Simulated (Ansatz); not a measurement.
Frontier orbitals of `IC1=C[SiH2]1`.

| atom | x (Å) | y (Å) | z (Å) |
| --- | --- | --- | --- |
| I1 | -0.974 | -0.510 | -2.699 |
| C2 | -0.297 | -0.199 | -0.776 |
| C3 | -0.207 | -0.931 | 0.325 |
| Si4 | 0.421 | 0.759 | 0.578 |
| H5 | -0.446 | -1.940 | 0.632 |
| H6 | -0.370 | 1.777 | 1.306 |
| H7 | 1.874 | 1.043 | 0.635 |

The species carries charge 0 and has multiplicity 1. Correlated methods include outer-core shells of I, which these sets cover unevenly. I takes the def2 core potential. All single points use the PBE0-D4/def2-TZVP geometry. Basis def2-TZVPP, the Gaussian-basis code of Ansatz.

```
 functional  HOMO (eV)  LUMO (eV)  gap (eV)
LDA (SPW92)      -6.29      -2.21      4.08
        PBE      -6.14      -2.02      4.12
     revPBE      -6.09      -1.95      4.14
       BLYP      -5.96      -1.89      4.07
       PBE0      -7.23      -1.18      6.05
    r2SCAN0      -7.39      -1.07      6.32
      BHLYP      -8.17      -0.25      7.92
    ωB97M-V      -9.31       0.68      9.99
```

From PBE to PBE0 the HOMO moves by −1.09 eV and the LUMO by +0.85 eV, and with ωB97M-V by −3.17 and +2.70 eV, so the gap grows from 4.12 to 9.99 eV with exact exchange. A positive LUMO is unbound and depends on the basis.
